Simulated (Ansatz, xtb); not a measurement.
## Isomers of C5H7NSSi in order of energy

5 gas-phase structures of C5H7NSSi, from a drawn sample of its isomers (lower ones may exist). Each was relaxed with GFN2-xTB; where two conformers were screened, the lower at r2SCAN-D4/def2-SVP is listed:

A. `N#CC1=C(S[SiH3])CC1`, a singlet
B. `C=C[SiH2]c1cnsc1`, a singlet
C. `C=C[SiH2]c1nccs1`, a singlet
D. `C=N[SiH2]c1cccs1`, a singlet
E. `C=Cc1sncc1[SiH3]`, a singlet

Which do you expect lowest at r2SCAN-D4/def2-SVP, and how would the others follow?

Calculated order at r2SCAN-D4/def2-SVP: D (0.0), C (36.9), E (50.2), B (54.0), A (86.9) kJ/mol. Less than 1 kcal/mol parts E and B, so the order within that pair means little.

Energies above the lowest of each column, in kJ/mol; the last columns are at PBE0-D3(BJ)/def2-SVP geometries and were run for some of them only (a dash: not run or not comparable):

```tsv
structure	GFN2-xTB	HF/STO-3G	r2SCAN-D4/def2-SVP	PBE0-D3(BJ)/def2-SVP	CCSD(T)/def2-SVP + ΔMP2/def2-TZVPP
D	13.7	7.3	0.0	0.0	0.0
C	58.1	15.7	36.9	38.8	46.7
E	0.0	40.7	50.2	57.6	–
B	67.8	32.9	54.0	58.8	–
A	34.0	0.0	86.9	–	–
```

CCSD(T)/def2-SVP + ΔMP2/def2-TZVPP puts D lowest of those it was run on; GFN2-xTB picks E, HF/STO-3G picks A. Some further structures that were screened fall inside this span and aren't listed. Flexible structures stand in one conformer each, not always the lowest. Frequencies (GFN2-xTB) were run for C, D alone. ΔMP2 is the change of the MP2 energy from the smaller to the larger basis.

Over these structures GFN2-xTB departs from r2SCAN-D4/def2-SVP by 32.6 kJ/mol on average once a common shift is removed. A GFN2-xTB relaxation took about 0.14 s and the r2SCAN-D4/def2-SVP energy about 2.5 s on a shared host (Ansatz 0.2.0, xtb 6.7.1).
